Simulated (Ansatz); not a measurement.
The first iterations of a band of ClH + ClHOZn (6 atoms, charge 0, multiplicity 1).

Theory: RHF/def2-SVP in Ansatz.

```
movable images  : 5
climbing image  : yes
spring          : 5.0 eV/Å²
optimiser       : quadratic models (default)
start path      : through a guess of the saddle point
force threshold : 0.05 eV/Å
iteration limit : 60
end points      : relaxed
```

First end point:

```xyz
6
Properties=species:S:1:pos:R:3
Zn -0.015 -0.010 0.032
O -0.179 -0.060 1.838
H -0.959 -0.280 2.321
Cl -0.300 -0.084 -2.088
Cl 2.498 0.690 1.063
H 1.593 0.435 1.961
```

Last end point:

```xyz
6
Properties=species:S:1:pos:R:3
Zn 0.887 0.251 -0.120
O -0.003 -0.005 1.779
H -0.898 -0.262 1.952
Cl -0.722 -0.210 -1.503
Cl 2.913 0.818 0.419
H 0.461 0.100 2.599
```

| iteration | highest image above the first end (eV) | largest band force component (eV/Å) |
| --- | --- | --- |
| 1 | 1.154 | 5.369 |
| 2 | 0.479 | 2.381 |
| 3 | 0.096 | 1.940 |
| 4 | 0.058 | 2.804 |

Question: Does the band converge within its limit, and where does its top end?

Answer: The run converged. It ended after 14 iterations with the highest image 0.037 eV above the first end. A vibrational analysis at the climbing image gives one clearly imaginary mode, 473i cm⁻¹: a first-order saddle point. The orbitals stay closed-shell, which can raise the energy where a bond breaks towards radicals; this wasn't checked here.

The run took 67 s on 1 thread of AMD EPYC 9R45 96-Core Processor (Zen 5), with other jobs on the host, peak memory 0.21 GiB.
